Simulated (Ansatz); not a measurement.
Reaction (ligand exchange at the Si–C bond): `F[SiH]([SiH3])C[SiH3]` + `CB(C)O` → `CB(C)O[SiH3]` + `C[SiH](F)[SiH3]`

Computed with Ansatz on PBE0-D4/def2-TZVP structures; ΔE is electronic, products minus reactants. CCSD(T)/CBS is the MP2 limit (def2-TZVPP, def2-QZVPP) plus CCSD(T) − MP2 in def2-TZVPP, frozen cores. DFT in def2-TZVPP. B3LYP here is the variant with VWN-RPA as its local correlation; programs differ in this. One conformer a species, not always the lowest.

```json
{"level": "PBE-D4", "ΔE (kcal/mol)": "-15.2", "difference from CCSD(T)/CBS": "3.2"}
{"level": "r2SCAN-D4", "ΔE (kcal/mol)": "-18.2", "difference from CCSD(T)/CBS": "0.2"}
{"level": "PBE0-D4", "ΔE (kcal/mol)": "-16.2", "difference from CCSD(T)/CBS": "2.2"}
{"level": "B3LYP-D4", "ΔE (kcal/mol)": "-19.2", "difference from CCSD(T)/CBS": "-0.8"}
{"level": "ωB97X-V", "ΔE (kcal/mol)": "-18.3", "difference from CCSD(T)/CBS": "0.1"}
{"level": "ωB97M-V", "ΔE (kcal/mol)": "-18.0", "difference from CCSD(T)/CBS": "0.4"}
{"level": "B2PLYP", "ΔE (kcal/mol)": "-19.8", "difference from CCSD(T)/CBS": "-1.4"}
{"level": "PBE", "ΔE (kcal/mol)": "-15.7", "difference from CCSD(T)/CBS": "2.7"}
{"level": "r2SCAN", "ΔE (kcal/mol)": "-18.3", "difference from CCSD(T)/CBS": "0.1"}
{"level": "PBE0", "ΔE (kcal/mol)": "-16.7", "difference from CCSD(T)/CBS": "1.7"}
{"level": "B3LYP", "ΔE (kcal/mol)": "-20.1", "difference from CCSD(T)/CBS": "-1.7"}
{"level": "HF/def2-TZVPP", "ΔE (kcal/mol)": "-24.1", "difference from CCSD(T)/CBS": "-5.7"}
{"level": "MP2/def2-TZVPP", "ΔE (kcal/mol)": "-18.4", "difference from CCSD(T)/CBS": "0.0"}
{"level": "SCS-MP2/def2-TZVPP", "ΔE (kcal/mol)": "-19.7", "difference from CCSD(T)/CBS": "-1.3"}
{"level": "CCSD/def2-TZVPP", "ΔE (kcal/mol)": "-19.0", "difference from CCSD(T)/CBS": "-0.6"}
{"level": "CCSD(T)/def2-TZVPP", "ΔE (kcal/mol)": "-18.2", "difference from CCSD(T)/CBS": "0.2"}
{"level": "HF/def2-QZVPP", "ΔE (kcal/mol)": "-24.5", "difference from CCSD(T)/CBS": "-6.1"}
{"level": "MP2/def2-QZVPP", "ΔE (kcal/mol)": "-18.6", "difference from CCSD(T)/CBS": "-0.2"}
{"level": "SCS-MP2/def2-QZVPP", "ΔE (kcal/mol)": "-19.8", "difference from CCSD(T)/CBS": "-1.4"}
{"level": "HF/CBS(def2)", "ΔE (kcal/mol)": "-24.5", "difference from CCSD(T)/CBS": "-6.1"}
{"level": "MP2/CBS(def2)", "ΔE (kcal/mol)": "-18.6", "difference from CCSD(T)/CBS": "-0.2"}
{"level": "CCSD/CBS(def2)", "ΔE (kcal/mol)": "-19.2", "difference from CCSD(T)/CBS": "-0.8"}
{"level": "CCSD(T)/CBS", "ΔE (kcal/mol)": "-18.4", "difference from CCSD(T)/CBS": "0"}
```

Largest T1 diagnostic among the species: 0.012.

The D4 term adds +0.9 kcal/mol with B3LYP and +0.5 kcal/mol with PBE0; it sums over pairs of atoms, weighted by their polarisabilities, and B3LYP, whose exchange is more repulsive, gets the larger term. From PBE to PBE0 (25 % exact exchange), in def2-TZVPP and without D4, ΔE moves by −1.0 kcal/mol. In def2-TZVPP, CCSD(T) changes the Hartree–Fock value by +5.9 kcal/mol (the triples alone add +0.8 kcal/mol) and MP2 by +5.7 kcal/mol.
